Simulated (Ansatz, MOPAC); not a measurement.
Molecule: InI₂, net charge 0, doublet state. SMILES: [I][In][I]

Atoms: In1, I2, I3. Bonds: In1-I2, In1-I3.

Bond lengths (Å) and angles (degrees) optimised at PM6 with MOPAC; PM7 with MOPAC; HF/STO-3G with Ansatz (an electronic-structure program); PBE/LANL2DZ with Ansatz; B3LYP/LANL2DZ with Ansatz; MP2/LANL2DZ with Ansatz, each started from the B3LYP-D3(BJ)/def2-TZVP structure (Ansatz) of the last column. A row stands for all coordinates that are equal there. No wavenumbers were computed at PM7, HF/STO-3G, PBE/LANL2DZ, MP2/LANL2DZ, so these may be saddle points.

| coordinate | PM6 | PM7 | HF/STO-3G | PBE/LANL2DZ | B3LYP/LANL2DZ | MP2/LANL2DZ | B3LYP-D3(BJ)/def2-TZVP |
|---|---|---|---|---|---|---|---|
| In1-I2 | 2.672 | 2.713 | 2.636 | 2.800 | 2.805 | 2.779 | 2.758 |
| I2-In1-I3 | 123.0 | 118.6 | 114.7 | 122.0 | 122.5 | 120.5 | 122.7 |

Mean signed difference of all 2 bond lengths from B3LYP-D3(BJ)/def2-TZVP: PM6 -0.086 Å, PM7 -0.045 Å, HF/STO-3G -0.122 Å, PBE/LANL2DZ 0.042 Å, B3LYP/LANL2DZ 0.047 Å, MP2/LANL2DZ 0.021 Å.
